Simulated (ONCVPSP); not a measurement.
An all-electron radial function and its pseudo partner (P)

Columns: radius, all-electron u(r) and pseudo u(r) of the 2s shell (level -183.77 eV) of phosphorus in the configuration [He] 2s2 2p6 3s2 3p2; LDA (Perdew-Wang 92), scalar-relativistic, ONCV scheme, ONCVPSP 4.0.1.

| r (bohr) | all-electron | pseudo |
| --- | --- | --- |
| 0.038 | -0.6286 | 0.1708 |
| 0.075 | -0.6023 | 0.3367 |
| 0.113 | -0.2966 | 0.5053 |
| 0.150 | 0.0863 | 0.6653 |
| 0.188 | 0.4682 | 0.8218 |
| 0.225 | 0.7861 | 0.9626 |
| 0.263 | 1.0432 | 1.0915 |
| 0.300 | 1.2244 | 1.1980 |
| 0.338 | 1.3474 | 1.2850 |
| 0.375 | 1.4144 | 1.3453 |
| 0.413 | 1.4394 | 1.3804 |
| 0.450 | 1.4309 | 1.3885 |
| 0.488 | 1.3957 | 1.3701 |
| 0.525 | 1.3433 | 1.3302 |
| 0.563 | 1.2766 | 1.2713 |
| 0.600 | 1.2035 | 1.2018 |
| 0.638 | 1.1237 | 1.1232 |
| 0.675 | 1.0442 | 1.0439 |
| 0.713 | 0.9628 | 0.9625 |
| 0.750 | 0.8853 | 0.8851 |
| 0.788 | 0.8087 | 0.8085 |
| 0.825 | 0.7378 | 0.7376 |
| 0.863 | 0.6691 | 0.6690 |
| 0.900 | 0.6067 | 0.6066 |
| 0.938 | 0.5472 | 0.5471 |
| 0.975 | 0.4938 | 0.4937 |

Problem. How many radial nodes do the two functions have?

Solution. The all-electron 2s function has n − l − 1 = 1; the pseudo-wave has 0, since the states of the same l below it are removed with the core.

Problem. At about which radius was the pseudo-wave matched?

Solution. 0.75 bohr. The columns agree to 0.0005 from 0.64 bohr on; several derivatives are matched, so the curves merge somewhat inside the radius.

Problem. Where does each function peak?

Solution. Outermost all-electron maximum near 0.41 bohr, pseudo maximum near 0.45 bohr (to the table’s step).

Problem. Is the pseudo-wave norm-conserving?

Solution. Yes: the ONCV scheme keeps the norm inside the radius equal to the all-electron one, which fixes the energy derivative of the logarithmic derivative at the level.
